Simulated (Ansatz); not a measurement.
Gas-phase electronic energies from Ansatz, PBE0-D4/def2-TZVP geometries. CCSD(T)/CBS adds triple-zeta CCSD(T) − MP2 to the extrapolated MP2 energy (def2 sets, frozen cores). This one scheme is used for every species. DFT in def2-TZVPP. B3LYP here is the variant with VWN-RPA as its local correlation; programs differ in this. Each species was taken in one conformer, which may not be the lowest.

Reaction (ligand exchange at the Si–N bond): `N[SiH2]N[SiH](N)F` + `N[SiH](O)S` → `N[Si@H](F)S[Si@@H](N)O` + `N[SiH2]N`

```
       level  ΔE (kJ/mol)
    B3LYP-D4          1.1
HF/CBS(def2)         21.0
```

**Question.** What does CCSD(T)/CBS give? (Estimate.)

**Answer.** Computed: +2.5 kJ/mol. The listed levels differ from it by -1.4, 18.5 kJ/mol.

Largest T1 diagnostic among the species: 0.012.

In def2-TZVPP, CCSD(T) changes the Hartree–Fock value by −13.9 kJ/mol (the triples alone add −3.9 kJ/mol) and MP2 by −18.5 kJ/mol. The D4 term adds −3.1 kJ/mol with B3LYP and −1.6 kJ/mol with PBE0; it sums over pairs of atoms, weighted by their polarisabilities, and B3LYP, whose exchange is more repulsive, gets the larger term. From PBE to PBE0 (25 % exact exchange), in def2-TZVPP and without D4, ΔE moves by +4.8 kJ/mol.
